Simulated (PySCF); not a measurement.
In(Br)(OH)(OMe) (CH4BrInO2), SMILES C[O][In]([OH])[Br]. Atoms are numbered in the order given.

```xyz
9

In     0.2319     0.3924     0.0000
Br    -0.3504    -2.0036     0.0000
O      2.1338     0.9741     0.0000
H      2.7314     0.2162     0.0000
O     -1.2404     1.7196     0.0000
C     -1.0113     3.1015     0.0000
H     -0.4594     3.4546    -0.8919
H     -1.9904     3.6115     0.0000
H     -0.4594     3.4546     0.8919
```
Charge 0, spin multiplicity 1.

The structure is a stationary point at PBE0-D3(BJ)/def2-SVP. The structure was generated by enumeration; whether it is a known compound was not checked. The def2 effective core potentials stand for the cores of In; spin–orbit coupling is left out. The values are those of a single conformer.

The numbers are results of PBE0-D3(BJ)/def2-SVP run with PySCF 2.14.0, not measurements.

Frequencies are harmonic and unscaled.

| mode | ν (cm⁻¹) | IR (km/mol) | Raman (Å⁴/amu) | depolarisation | moving atoms (share of kinetic energy) |
|---|---|---|---|---|---|
| 1 | 27 | 1.6 | 0.0 | – | H 79 %, C 10 %, O 9 % |
| 2 | 66 | 2.1 | 1.7 | 0.75 | C 30 %, In 25 %, Br 19 %, O 13 %, H 13 % |
| 3 | 77 | 0.0 | 0.1 | 0.75 | H 31 %, In 23 %, O 20 %, C 19 % |
| 4 | 103 | 17.6 | 2.4 | 0.73 | O 69 %, H 11 % |
| 5 | 146 | 37.2 | 0.1 | 0.75 | O 63 %, In 20 %, H 15 % |
| 6 | 220 | 3.1 | 6.4 | 0.18 | C 31 %, O 31 %, Br 21 %, H 16 % |
| 7 | 266 | 40.1 | 5.3 | 0.22 | Br 44 %, In 40 %, O 10 % |
| 8 | 290 | 87.3 | 0.6 | 0.75 | H 92 % |
| 9 | 547 | 27.9 | 32.7 | 0.18 | O 72 %, In 12 %, C 10 % |
| 10 | 617 | 74.9 | 12.2 | 0.25 | O 83 %, In 15 % |
| 11 | 830 | 100.4 | 1.2 | 0.73 | H 93 % |
| 12 | 1142 | 236.2 | 12.8 | 0.41 | O 50 %, C 43 % |
| 13 | 1171 | 0.1 | 2.2 | 0.75 | H 77 %, C 19 % |
| 14 | 1185 | 0.6 | 13.6 | 0.15 | H 72 %, C 20 %, O 8 % |
| 15 | 1467 | 10.7 | 15.5 | 0.61 | H 93 % |
| 16 | 1469 | 3.2 | 22.5 | 0.75 | H 96 % |
| 17 | 1480 | 40.5 | 19.0 | 0.69 | H 91 %, C 8 % |
| 18 | 2995 | 109.7 | 184.2 | 0.02 | H 97 % |
| 19 | 3069 | 46.1 | 86.9 | 0.75 | H 90 %, C 10 % |
| 20 | 3100 | 25.5 | 213.4 | 0.53 | H 91 %, C 9 % |
| 21 | 3884 | 74.4 | 120.6 | 0.26 | H 94 % |
